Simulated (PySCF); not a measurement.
PySCF 2.14 output of an unrestricted PBE calculation on a single atom or ion in aug-cc-pVTZ-PP with one added diffuse shell each of s, p, d, f, g type with ECP60MDF (7s7p6d4f3g, 113 functions), with scalar relativity through the core potential:

```
SCF conv_tol = 1e-09
number electrons alpha = 9  beta = 6
    J. P. Perdew, K. Burke, and M. Ernzerhof.,  Phys. Rev. Lett. 77, 3865 (1996)
    J. P. Perdew, K. Burke, and M. Ernzerhof.,  Phys. Rev. Lett. 78, 1396 (1997)
    J. P. Perdew, K. Burke, and M. Ernzerhof.,  Phys. Rev. Lett. 77, 3865 (1996)
    J. P. Perdew, K. Burke, and M. Ernzerhof.,  Phys. Rev. Lett. 78, 1396 (1997)
cycle= 1 E= -117.223225052099  delta_E= -0.00751  |g|= 0.0119  |ddm|= 0.0769
cycle= 2 E= -117.223262079684  delta_E= -3.7e-05  |g|= 0.00857  |ddm|= 0.0135
cycle= 3 E= -117.223281665339  delta_E= -1.96e-05  |g|= 0.000197  |ddm|= 0.00373
cycle= 4 E= -117.223281678153  delta_E= -1.28e-08  |g|= 4.41e-05  |ddm|= 0.000247
cycle= 5 E= -117.223281678783  delta_E= -6.3e-10  |g|= 5.89e-07  |ddm|= 2.65e-05
converged SCF energy = -117.223281678783  <S^2> = 3.7510304  2S+1 = 4.0005152
```

The run itself started from symmetry-adapted Hartree-Fock orbitals and held the occupation by maximum overlap, on a logarithmic radial grid, so the iterations belong to that start.

Question: Which element, charge and spin multiplicity is this?

Answer: Pt³⁺ (platinum, charge +3), multiplicity 4; the state was [Xe] 4f14 5d7, high-spin 4F determinant.

Energies and moments cover only the electrons outside the core potential. Spin-orbit coupling, absent here, splits the open shell strongly.
